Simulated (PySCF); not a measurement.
**Correlation energy of I⁺ (iodine, charge +1)**

[Kr] 4d10 5s2 5p3 5d1, high-spin 5D determinant (an excited configuration). Calculation: PySCF 2.14, in aug-cc-pVTZ-PP with ECP28MDF (6s5p4d2f, 55 functions); scalar relativity through the core potential. Frozen: 4s2 4p6 4d10; 6 electrons correlated.

```tsv
level	correlation energy (mhartree)
CCSD	-87.71
(T)	-2.38
CCSD(T)	-90.09
```

Diagnostics: T1 = 0.0047, D1 = 0.0101, largest double amplitude 0.041.

Q: Is a single reference adequate?

A: Yes, within this model without spin-orbit coupling: T1 lies below 0.03 and no double amplitude reaches 0.07.
